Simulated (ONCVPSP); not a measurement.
N: excitation energies, all-electron against ONCV

N (Z = 7), optimised norm-conserving Vanderbilt (ONCV), made with ONCVPSP 4.0.1 (PBEsol, scalar-relativistic). Core [He], reference 2s2 2p2.5 (charge +0.5). Waves: 2s: rc 0.85 bohr, ncon 4, nbas 7, qcut 7.2 1/bohr, 2 projectors, debl 0.9 Ha; 2p: rc 1.90 bohr, ncon 4, nbas 8, qcut 8.6 1/bohr, 1 projector; d scattering state at 0.41 Ha: rc 1.65 bohr, ncon 4, nbas 8, qcut 6.9 1/bohr, 2 projectors, debl 1 Ha. Local part: polynomial inside 0.75 bohr (lpopt 5, dvloc0 -1 Ha). Core correction: Teter function fitted to the true core (icmod 2), fcfact 0.15.

In the s channel the program set the typed energies aside and used -0.918, 0.250 Ha.

Energies are relative to the spin-unpolarised reference configuration 2s2 2p2.5; without spin polarisation the order of configurations can differ from experiment.

```
valence configuration  charge  ΔE all-electron (eV)  error AE − PS (meV)
              2s2 2p2      +1                 8.458                 +8.6
              2s2 2p1      +2                37.195                 +173
```

**Question.** What are ΔE and the potential's error for 2s0 2p5?

**Answer.** ΔE = 17.832 eV all-electron; the error (AE − PS) is +56 meV.

**Question.** What are ΔE and the potential's error for 2s2 2p3?

**Answer.** ΔE = -5.063 eV all-electron; the error (AE − PS) is +3.2 meV.
